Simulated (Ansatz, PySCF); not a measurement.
Process, species as SMILES: N=C=O -> [N]=C=O + H atom (the H-N bond at the site shown breaks; other sites are not compared here)
Geometries: B3LYP-D3(BJ)/def2-TZVP minima from Ansatz (an electronic-structure program).
Geometry of the first species:
```xyz
4

N     -1.1014     0.2807     0.2471
C      0.0427    -0.0239    -0.0008
O      1.1482    -0.1990    -0.3207
H     -1.7320    -0.2289     0.8408
```
Charge 0, spin multiplicity 1.

Property: bond dissociation energy (0 K, with B3LYP-D3(BJ) harmonic zero-point energies from PySCF), in eV. Valence correlation only, unless marked. Open shells are spin-unrestricted. Spin-orbit coupling is left out. Non-relativistic. CBS marks a two-point X^-3 extrapolation of the correlation energy; Hartree-Fock from the larger set.

```
level                                program  bond dissociation energy (eV)
----------------------------  --------------  -----------------------------
PBE-D3(BJ)/def2-TZVPD         Ansatz + dftd3                           4.66
BLYP/def2-TZVPD                       Ansatz                              ?
revPBE-D4/def2-TZVPD          Ansatz + dftd4                           4.55
revPBE/def2-TZVPD                     Ansatz                           4.51
r2SCAN/def2-TZVPD                     Ansatz                           4.62
r2SCAN-D3(BJ)/def2-TZVPD      Ansatz + dftd3                           4.62
r2SCAN0-D4/def2-TZVPD         Ansatz + dftd4                           4.62
HSE06-D4/def2-TZVPD           Ansatz + dftd4                           4.66
CAM-B3LYP-D3(BJ)/def2-TZVPD   Ansatz + dftd3                           4.71
CAM-B3LYP-D4/def2-TZVPD       Ansatz + dftd4                           4.71
CCSD/6-31G*                           Ansatz                              ?
CCSD/cc-pVDZ                          Ansatz                              ?
CCSD(T)/CBS(cc-pVTZ,cc-pVQZ)          Ansatz                              ?
```

Q: Some entries are withheld; supply them.

A: 
- BLYP/def2-TZVPD, bond dissociation energy (eV): 4.56
- CCSD/6-31G*, bond dissociation energy (eV): 4.11
- CCSD/cc-pVDZ, bond dissociation energy (eV): 4.29
- CCSD(T)/CBS(cc-pVTZ,cc-pVQZ), bond dissociation energy (eV): 4.78
